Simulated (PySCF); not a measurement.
C8H11Si (doublet state).
Numbering: `[H]/[C:1]=[CH:2]/[Si:3]([CH:4]=[CH2:5])([CH:6]=[CH2:7])[CH:8]=[CH2:9]` (hydrogens: H10 on C1; H11 on C2; H12 on C4; H13, H14 on C5; H15 on C6; H16, H17 on C7; H18 on C8; H19, H20 on C9)

A GFN2-xTB structure was refined with PBE0-D3(BJ)/def2-SVP geometry optimisation, gas phase in PySCF. Its GFN2-xTB values:

```tsv
coordinate	GFN2-xTB
C1=C2	1.283 Å
C1–H10	1.063 Å
C2–Si3	1.927 Å
C2–H11	1.092 Å
Si3–C4	1.890 Å
C4=C5	1.325 Å
C4–H12	1.084 Å
C5–H13	1.080 Å
C5–H14	1.078 Å
C1–C2–Si3	119.5°
C2–Si3–C4	109.4°
Si3–C4–C5	124.6°
C4–Si3–C6	111.9°
```

Question: How do these coordinates change at the PBE0-D3(BJ)/def2-SVP level?

Answer: 
```tsv
coordinate	PBE0-D3(BJ)/def2-SVP (Å or °)	change
C2–Si3	1.885	-0.042
C1–H10	1.092	+0.029
C1=C2	1.312	+0.029
C5–H14	1.096	+0.018
C5–H13	1.096	+0.016
C4–H12	1.099	+0.015
C2–H11	1.107	+0.015
Si3–C4	1.875	-0.015
C4=C5	1.338	+0.013
C1–C2–Si3	122.9	+3.4
C4–Si3–C6	109.2	-2.7
Si3–C4–C5	123.7	-0.9
C2–Si3–C4	109.0	-0.4
```

The energy falls by 0.257 eV over 36 energy and gradient evaluations, the largest force component goes from 0.0365 to 2.4e-04 Eh/bohr, and the atoms move by 0.975 Å rms after alignment. The bond that changes most is C2–Si3 (ends: carbon bonded to C, Si and H; silicon bonded to 4 C), which shortens by 0.042 Å. Bonds longer at the end by more than 0.005 Å: 15 of 19; shorter: 4. Among the dihedrals that turn most is C8–Si3–C6–H15, from 68° to 165°. Rotational constants go from 1299, 1133, 991.3 to 1348, 1071, 1063 MHz.

The run used 185 basis functions and 308 SCF cycles in all. On one thread of an x86-64 server, on a shared host, this took 25 min wall.

Whether it is a minimum is left open (no frequencies). ⟨S²⟩ = 0.765 (exact for a doublet: 0.75).

One conformer stands for the species.
